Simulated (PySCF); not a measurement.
Two species compared at the same levels of theory.

First species: C₇H₁₁F.
Geometry (GFN2-xTB, Å), atoms numbered from 1 in this order:
```xyz
19
C7H11F angstrom
C      2.1813   -0.4292   -1.6147
C      1.6464   -0.2673   -0.4317
C      1.7405    0.3415    0.8986
F      1.6682    1.7053    1.0126
C      0.5008   -0.4243    0.4767
C     -0.7970    0.3156    0.1958
C     -1.5448    0.5677    1.5038
C     -1.6527   -0.4841   -0.7835
H      1.6787   -0.9848   -2.3902
H      3.1483   -0.0198   -1.8595
H      2.4047   -0.0500    1.6612
H      0.3577   -1.3894    0.9527
H     -0.5487    1.2805   -0.2579
H     -0.9314    1.1541    2.1837
H     -2.4650    1.1150    1.3132
H     -1.7979   -0.3741    1.9873
H     -1.9116   -1.4526   -0.3601
H     -2.5727    0.0518   -1.0046
H     -1.1144   -0.6468   -1.7140
```

Second species: C7H16P2.
SMILES with atom numbers: `[CH2:1]=[P@@:2]([CH3:3])(/[CH:4]=[CH:5]\[PH:6][CH3:7])[CH2:8][CH3:9]` (hydrogens: H10, H11 on C1; H12, H13, H14 on C3; H15 on C4; H16 on C5; H17 on P6; H18, H19, H20 on C7; H21, H22 on C8; H23, H24, H25 on C9)

Levels: PBE0/pcSseg-1 for dipole moment, HOMO energy, LUMO energy and HOMO–LUMO gap; GFN2-xTB for rotational constant A and rotational constant C. Geometries: GFN2-xTB. Each structure is a single optimised conformer of the isolated species, non-relativistic unless stated. Electronic properties by PySCF.

The conformers computed, where there is a choice (atom-mapped SMILES and torsion angles):
- `[CH2:1]=[C:2]1[C@@H:3]([F:4])[C@H:5]1[CH:6]([CH3:7])[CH3:8]`: C3–C5–C6–C7 -83°
- `[CH2:1]=[P@@:2]([CH3:3])(/[CH:4]=[CH:5]\[PH:6][CH3:7])[CH2:8][CH3:9]`: C1–P2–C4–C5 -25°, C4–C5–P6–C7 -157°, C1–P2–C8–C9 -49°

Values for the first species:

| Property | Result |
| --- | --- |
| Dipole moment | 1.54 D |
| HOMO energy | -7.79 eV |
| LUMO energy | -0.41 eV |
| HOMO–LUMO gap | 7.38 eV |
| Rotational constant A | 2.660 GHz |
| Rotational constant C | 1.159 GHz |

**Question.** Estimate the same properties for the second species, and the change in each.

**Answer.** 
```csv
property,first,second,second less first
dipole moment,1.54 D,3.74 D,+2.20 D
HOMO energy,-7.79 eV,-4.92 eV,+2.87 eV
LUMO energy,-0.41 eV,-0.79 eV,-0.38 eV
HOMO–LUMO gap,7.38 eV,4.13 eV,-3.25 eV
rotational constant A,2.660 GHz,2.167 GHz,-0.493 GHz
rotational constant C,1.159 GHz,0.595 GHz,-0.564 GHz
```

On the first: The dipole matches unit charges of opposite sign 0.32 Å apart (1 e·Å = 4.8032 D).

On the second: The dipole matches unit charges of opposite sign 0.78 Å apart (1 e·Å = 4.8032 D). A dipole of 3.74 D is allowed in C1, and pure rotational transitions are dipole-allowed.
